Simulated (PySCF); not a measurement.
## Ionisation energy of Nb³²⁺ by level of theory

Nb³²⁺ [He] 2s2 2p5 [2p1/2^2 2p3/2^3, M_J = 3/2] → Nb³³⁺ [He] 2s2 2p4 [2p1/2^2 2p3/2^2, M_J = 2], as a difference of total energies. All numbers are calculated (PySCF 2.14, the two-component X2C-1e Hamiltonian, in an even-tempered Gaussian basis (17 s from 12 bohr⁻², ratio 2.4; 12 p from 16 bohr⁻², ratio 2.4; 5 d from 62 bohr⁻², ratio 2.6; 4 f from 93 bohr⁻², ratio 2.6)). Correlated levels: nothing frozen; the 32 highest virtual spinors dropped. "Screened" scales the spin-orbit matrix elements by Boettger's factors to mimic the two-electron term; Breit and QED terms are absent.

```tsv
method	ionisation energy (eV)
GHF (spin-free)	4211.5
GMP2 (spin-free)	4213.1
GHF (screened spin-orbit)	4184.2
GMP2 (screened spin-orbit)	4185.7
```

For this ion Breit and QED terms and the two-electron picture change, all absent here, outweigh the correlation shift from GHF to GMP2.

The spin-free rows relax to the high-spin LS determinant and lack the spin-orbit shift.

The labels give the starting determinants; with spin-orbit coupling the two ends relaxed to ⟨J²⟩ = 3.75, ⟨L²⟩ = 2.00, ⟨S²⟩ = 0.75 and ⟨J²⟩ = 6.00, ⟨L²⟩ = 3.00, ⟨S²⟩ = 1.50.

For comparison: 4187 ± 7 eV (semi-empirical (NIST evaluation); NIST Atomic Spectra Database, ionization energies).
